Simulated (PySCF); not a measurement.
SMILES [CH2]C=C (C3H5), doublet (B3LYP/def2-SVP optimised geometry):

```
8

C      0.835     0.552     0.000
C      0.032    -0.580     0.000
C     -1.356    -0.580     0.000
H      1.925     0.477     0.000
H      0.398     1.555     0.000
H      0.536    -1.555     0.000
H     -1.925    -1.512     0.000
H     -1.920     0.357     0.000
```

Method: PySCF with unrestricted B3LYP/def2-TZVP.

Question: What are the frontier orbital energies (α orbitals alone; a β orbital can be the lowest empty one) and the dipole moment?

Answer: HOMO-2 -9.91 eV, HOMO-1 -8.94 eV, HOMO -5.60 eV, LUMO 0.61 eV, LUMO+1 1.57 eV; dipole moment 0.07 D.

On the same geometry PySCF with unrestricted PBE/def2-TZVP gives HOMO-2 -8.61 eV, HOMO-1 -7.88 eV, HOMO -4.71 eV, LUMO -0.19 eV, LUMO+1 1.07 eV; dipole moment 0.07 D.

Meta-Löwdin charges at B3LYP/def2-TZVP: C1 -0.25, C2 -0.09, C3 -0.25, H4 0.12, H5 0.12, H6 0.11, H7 0.12, H8 0.12.
